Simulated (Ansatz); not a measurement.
Geometry optimisation, RKS r2SCAN-D4/def2-SVP (Ansatz 0.2.0).

input.yaml

```yaml
crystal:
  periodic: [false, false, false]
  atoms:
    - { symbol: C, position_ang: [-1.9275, 0.7141, -0.458] }
    - { symbol: C, position_ang: [-0.895, 0.0807, 0.309] }
    - { symbol: C, position_ang: [0.3438, -0.1414, -0.1032] }
    - { symbol: "N", position_ang: [0.9719, 0.2643, -1.3156] }
    - { symbol: Si, position_ang: [1.5729, -1.0884, 1.073] }
    - { symbol: H, position_ang: [-2.2799, 1.6945, 0.0383] }
    - { symbol: H, position_ang: [-1.6574, 1.0166, -1.4873] }
    - { symbol: H, position_ang: [-2.809, 0.1167, -0.5374] }
    - { symbol: H, position_ang: [-1.2104, -0.2425, 1.3351] }
    - { symbol: H, position_ang: [1.89499, 0.07253, -1.40414] }
    - { symbol: H, position_ang: [0.35132, -0.03597, -2.0983] }
    - { symbol: H, position_ang: [1.3554, -0.6226, 2.5044] }
    - { symbol: H, position_ang: [2.9184, -0.7273, 0.6772] }
    - { symbol: H, position_ang: [1.3145, -2.5332, 1.0042] }
basis:
  gaussian: { orbitals: def2-SVP }
hamiltonian:
  xc: r2scan
  dispersion: d4
relax:
  f_tol: 0.015
  max_steps: 40
```

Launched with:

```bash
$ ansatz run input.yaml --threads 2 --pin off --max-ram 3072MiB --backend cpu --events-out ev --progress --plain --runs-dir out
```

Where does it end, and by what steps?

It converged. The force dipped under the threshold on the way, but the program's further checks kept it going. After 37 steps the energy has fallen by 0.654 eV; H10 moved furthest, 1.34 Å.

```
step  energy less start (eV)  largest force component (eV/Å)  accepted
   0                  0.0000                           6.071       yes
   2                 -0.5535                           0.792       yes
   4                 -0.5993                           0.261       yes
   6                 -0.6208                           0.275       yes
   8                 -0.6321                           0.060       yes
  10                 -0.6391                           0.111       yes
  12                 -0.6424                           0.022       yes
  14                 -0.6433                           0.041       yes
  16                 -0.6449                           0.090       yes
  18                 -0.6462                           0.040       yes
  20                 -0.6446                           0.233        no
  22                 -0.6495                           0.076       yes
  24                 -0.6514                           0.038       yes
  26                 -0.6521                           0.020       yes
  28                 -0.6527                           0.031       yes
  30                 -0.6534                           0.066       yes
  32                 -0.6540                           0.018       yes
  34                 -0.6542                           0.060        no
  36                 -0.6543                           0.024       yes
  37                 -0.6544                           0.013       yes
```

```xyz
14
Properties=species:S:1:pos:R:3
C -1.829 0.916 -0.460
C -0.783 0.283 0.408
C 0.357 -0.284 -0.067
N 0.713 -0.273 -1.414
Si 1.621 -0.984 1.132
H -2.792 1.001 0.065
H -1.547 1.936 -0.786
H -2.012 0.331 -1.380
H -0.936 0.303 1.492
H 1.259 -1.064 -1.739
H -0.027 -0.031 -2.069
H 1.020 -1.068 2.494
H 2.862 -0.148 1.181
H 2.038 -2.352 0.680
```

Time of the run: 75 s on 2 threads of Intel(R) Xeon(R) 6975P-C (Granite Rapids), with other jobs on the host, peak memory 0.2 GiB.
